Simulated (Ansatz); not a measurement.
Gas-phase electronic energies from Ansatz, PBE0-D4/def2-TZVP geometries. CCSD(T)/CBS adds triple-zeta CCSD(T) − MP2 to the extrapolated MP2 energy (def2 sets, frozen cores). DFT in def2-TZVPP. HSE06 is defined as in plane-wave codes. For Ge outer-core shells are correlated without core-valence functions, which leaves a few kJ/mol of doubt a bond. Scalar relativity is left out up to krypton. One conformer a species, not always the lowest.

Reaction (β-hydride elimination): `C[N](C)[Ge][F]` → `[F][GeH]` + `C=NC`

`C[N](C)[Ge][F]`:

Z-matrix (Å, degrees):
```
C
N 1 1.442
H 1 1.098 2 110.9
H 1 1.098 2 110.9 3 -119.3
H 1 1.089 2 110.1 3 120.3
C 2 1.442 1 114.1 3 59.5
Ge 2 1.821 1 126.7 3 -120.6
H 6 1.094 2 110.5 1 180.0
H 6 1.098 2 111.4 1 60.1
H 6 1.097 2 111.4 1 -60.1
F 7 1.773 2 96.6 1 -0.0
```

`[F][GeH]`:

```xyz
3

F     0.145    1.295    0.232
Ge   -0.583   -0.295    0.397
H     0.438   -0.999   -0.629
```

`C=NC`:

Z-matrix (Å, degrees):
```
C
N 1 1.439
H 1 1.093 2 109.0
H 1 1.093 2 109.1 3 116.1
H 1 1.100 2 113.7 3 -121.9
C 2 1.257 1 117.9 3 121.5
H 6 1.090 2 119.4 1 -179.9
H 6 1.100 2 123.2 1 0.1
```

| level | ΔE (eV) | difference from CCSD(T)/CBS |
| --- | --- | --- |
| r2SCANh-D4 | 2.49 | 0.10 |
| ωB97X-V | 2.37 | -0.02 |
| PBE | 2.27 | -0.12 |
| BLYP | 1.94 | -0.45 |
| r2SCAN0 | 2.48 | 0.09 |
| HSE06 | 2.36 | -0.03 |
| BHLYP | 2.20 | -0.19 |
| LC-ωPBE | 2.41 | 0.02 |
| MP2/def2-SVP | 2.50 | 0.11 |
| HF/def2-TZVPP | 1.87 | -0.52 |
| CCSD(T)/CBS | 2.39 | 0 |

Largest T1 diagnostic among the species: 0.015.

From PBE to PBE0 (25 % exact exchange), in def2-TZVPP and without D4, ΔE moves by +0.09 eV. In def2-TZVPP, CCSD(T) changes the Hartree–Fock value by +0.45 eV (the triples alone add +0.05 eV) and MP2 by +0.66 eV. Leaving LDA and LC-ωPBE aside and taking each functional with its dispersion term where it has one, the values, not all of them listed here, spread over 0.33 eV, from BLYP-D4 to PBE-QIDH. LDA lies +0.59 eV from PBE without D4.
